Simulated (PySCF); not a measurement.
C8H8P (charge -1).
Atom-mapped SMILES: `[CH2:1]=[CH:2][P-:3][c:4]1[cH:5][cH:6][cH:7][cH:8][cH:9]1`

Geometry (GFN2-xTB, Å), atoms numbered from 1 in this order:
```
atom  x, y, z in Å
C1     3.893    0.232   -0.270
C2     2.579    0.074   -0.053
P3     1.309    0.907   -0.971
C4    -0.213    0.320   -0.255
C5    -0.396   -0.595    0.798
C6    -1.655   -0.945    1.235
C7    -2.795   -0.410    0.653
C8    -2.641    0.497   -0.391
C9    -1.389    0.849   -0.829
H10    4.263    0.894   -1.037
H11    4.636   -0.295    0.313
H12    2.275   -0.606    0.735
H13    0.457   -1.045    1.287
H14   -1.754   -1.656    2.051
H15   -3.781   -0.693    1.003
H16   -3.519    0.928   -0.861
H17   -1.276    1.555   -1.643
```

Probes without a nucleus sit at each ring's centroid and 1 Å off its mean plane on both sides; NICS is minus the shielding there, NICSzz its component along the normal. Level: GIAO PBE0/pcSseg-1 (PySCF, non-relativistic, gas phase) on the GFN2-xTB geometry, one conformer.

Ring bond lengths (Å), with Mayer bond orders in brackets: C4–C5 1.407 (1.29), C5–C6 1.377 (1.50), C6–C7 1.388 (1.40), C7–C8 1.392 (1.36), C8–C9 1.372 (1.51), C9–C4 1.412 (1.33).

Q: Give the NICS values of each ring in ppm.

A: 
```tsv
ring	type	NICS(0)	NICS(1), two faces	NICS(1)zz, two faces	rms pucker (Å)	centre to ring atoms, mean (Å)
C4–C5–C6–C7–C8–C9	6-membered carbocycle; formal bonds all aromatic	-2.6	-6.3 / -6.3	-13.7 / -13.7	0.00	1.39
```

Q: What can be read from them?

A: 
- C4–C5–C6–C7–C8–C9: mean NICS(1)zz -13.7 ppm, shielded.

Q: How equal are the bonds by HOMA? HOMA takes Krygowski's 1993 parameters.

A: 
- C4–C5–C6–C7–C8–C9: HOMA 0.94 = 1 − EN − GEO, with mean bond length 1.391 Å, EN = α(Ropt − mean)² = 0.003 and GEO = α × variance = 0.053.

Q: Give the inner angles of the rings and the Hirshfeld charges of the ring atoms.

A: 
- C4–C5–C6–C7–C8–C9: C4 116.1° (-0.072 e), C5 121.5° (-0.090 e), C6 121.3° (-0.084 e), C7 118.3° (-0.118 e), C8 120.5° (-0.086 e), C9 122.3° (-0.089 e); sum 720.0° against 720° for a flat convex ring.

Q: How shielded are the nuclei of the rings and their hydrogens (means over atoms taken as equivalent)?

A: 
```
   atoms                  environment  σ isotropic (ppm)
      C4  substituted aromatic carbon               13.2
 C5 (×2)           aromatic CH carbon               58.6
 C6 (×2)           aromatic CH carbon               57.5
      C7           aromatic CH carbon               76.4
H13 (×2)            aromatic hydrogen              24.71
H14 (×2)            aromatic hydrogen              25.42
     H15            aromatic hydrogen              26.22
```
